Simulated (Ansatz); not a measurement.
Gas-phase electronic energies from Ansatz, PBE0-D4/def2-TZVP geometries. CBS: MP2 limit from def2 TZ/QZ plus the TZ coupled-cluster correction, frozen cores. Functionals use def2-TZVPP. def2 core potentials past Kr. For In outer-core shells are correlated without core-valence functions, which leaves a few kJ/mol of doubt a bond. One conformer a species, not always the lowest.

`B[SiH2][InH2]` + `B[SiH2]C` → `B[SiH2]B[SiH2]C` + `[InH3]`  (formal exchange of groups at the Si–In bond)

```
          species  ωB97X-V energy (Eh)
  `B[SiH2][InH2]`           -507.96541
       `B[SiH2]C`           -356.59034
`B[SiH2]B[SiH2]C`           -672.66788
         `[InH3]`           -191.87111
```

Q: Work out ΔE.

A: ΔE = (-672.66788) + (-191.87111) − (-507.96541) − (-356.59034) = 0.01676 Eh = +44.0 kJ/mol. CCSD(T)/CBS gives +61.5 kJ/mol.

Largest T1 diagnostic among the species: 0.015.

In def2-TZVPP, CCSD(T) changes the Hartree–Fock value by +42.7 kJ/mol (the triples alone add +6.9 kJ/mol) and MP2 by +57.7 kJ/mol. From PBE to PBE0 (25 % exact exchange), in def2-TZVPP and without D4, ΔE moves by −5.7 kJ/mol.
